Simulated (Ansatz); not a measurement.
Ansatz (a program for electronic structure) input (CCSD(T)/aug-cc-pVDZ):

Ansatz 0.2 input:
```yaml
crystal:
  periodic: [false, false, false]
  atoms:
    - {symbol: B, position_ang: [-0.33798655, 0.09072788, -0.26029403]}
    - {symbol: F, position_ang: [0.16984528, 1.06678607, 0.49152463]}
    - {symbol: H, position_ang: [-1.29656343, 0.31832136, -0.94508974]}
    - {symbol: N, position_ang: [0.12028459, -1.22942007, -0.18464519]}
    - {symbol: H, position_ang: [0.61589645, -1.76709498, -0.88464550]}
basis:
  gaussian:
    orbitals: aug-cc-pVDZ
magnetization: {spin_polarized: true, initial_magnetization: 1}
correlation: {method: ccsd_t, electrons: outside_noble_gas}
output: {forces: true}
```

Output:

```
Functional definition: HF
integrals: 0.14 GiB planned
835 factors; integrals over basis functions are off by at most 5.4e-4 eV
mean field: 0.19 GiB planned
mean field evaluation 1: about -4889.2478 eV, gradient 2.3e1 eV
mean field evaluation 2: about -4889.2484 eV, gradient 2.3e1 eV
mean field evaluation 4: about -4892.2350 eV, gradient 2.9e0 eV
mean field evaluation 8: about -4892.4068 eV, gradient 2.8e-1 eV
mean field evaluation 16: about -4889.2507 eV, gradient 2.3e1 eV
mean field evaluation 32: about -4892.2997 eV, gradient 2.3e0 eV
mean field -4892.41770230 eV, -179.7930343596 hartree, gradient 1.7e-6 eV, S^2 0.761606; 5 other end points of the search recorded, 0 dependent functions left out
determinant -4892.41770230 eV, -179.7930343596 hartree, with singles and doubles -4904.67733381 eV, -180.2435675079 hartree
determinant -4890.92092345 eV, -179.7380287516 hartree, with singles and doubles -4903.15095844 eV, -180.1874742477 hartree
3 core orbitals not correlated
reference -4892.41770230 eV, -179.7930343596 hartree; 9, 8 occupied and 75, 76 virtual orbitals, 835 factors
densities: 0.85 GiB planned
second order -11.56358017 eV of doubles, -0.00000000 eV of singles
coupled cluster: 0.58 GiB planned
cycle   1  -12.23137252 eV  change   -4.1e-1 eV  update   3.1e-2
cycle   2  -12.26713897 eV  change   -3.6e-2 eV  update   8.0e-3
cycle   3  -12.27012498 eV  change   -3.0e-3 eV  update   4.8e-3
cycle   4  -12.27234811 eV  change   -2.2e-3 eV  update   1.7e-3
cycle   5  -12.27282157 eV  change   -4.7e-4 eV  update   1.1e-3
cycle   6  -12.27331707 eV  change   -5.0e-4 eV  update   7.6e-4
cycle   7  -12.27371290 eV  change   -4.0e-4 eV  update   5.5e-4
cycle   8  -12.27379352 eV  change   -8.1e-5 eV  update   3.9e-4
cycle   9  -12.27376589 eV  change    2.8e-5 eV  update   2.6e-4
cycle  10  -12.27369250 eV  change    7.3e-5 eV  update   1.5e-4
cycle  11  -12.27366618 eV  change    2.6e-5 eV  update   7.9e-5
cycle  12  -12.27366326 eV  change    2.9e-6 eV  update   3.5e-5
cycle  13  -12.27367256 eV  change   -9.3e-6 eV  update   1.7e-5
cycle  14  -12.27367254 eV  change    2.0e-8 eV  update   7.6e-6
cycle  15  -12.27367492 eV  change   -2.4e-6 eV  update   3.4e-6
cycle  16  -12.27367503 eV  change   -1.1e-7 eV  update   1.6e-6
cycle  17  -12.27367538 eV  change   -3.5e-7 eV  update   7.7e-7
cycle  18  -12.27367564 eV  change   -2.6e-7 eV  update   4.4e-7
perturbative correction -0.32548575 eV, -0.0119613807 hartree
the calculation of the forces begins
Total energy: -4905.01686369 eV, -180.2560450009 hartree
Atom 0 at    -0.337987     0.090728    -0.260294 Å, force    -0.585243    -0.092938    -0.717591 eV/Å
Atom 1 at     0.169845     1.066786     0.491525 Å, force     0.508071     0.899699     0.742245 eV/Å
Atom 2 at    -1.296563     0.318321    -0.945090 Å, force    -0.244179     0.067302    -0.151177 eV/Å
Atom 3 at     0.120285    -1.229420    -0.184645 Å, force     0.124910    -0.709940     0.416752 eV/Å
Atom 4 at     0.615896    -1.767095    -0.884645 Å, force     0.196440    -0.164123    -0.290228 eV/Å
Dipole moment:     0.091135    -0.214087    -0.333935 e Å
```

It need not be the lowest isomer of its formula.
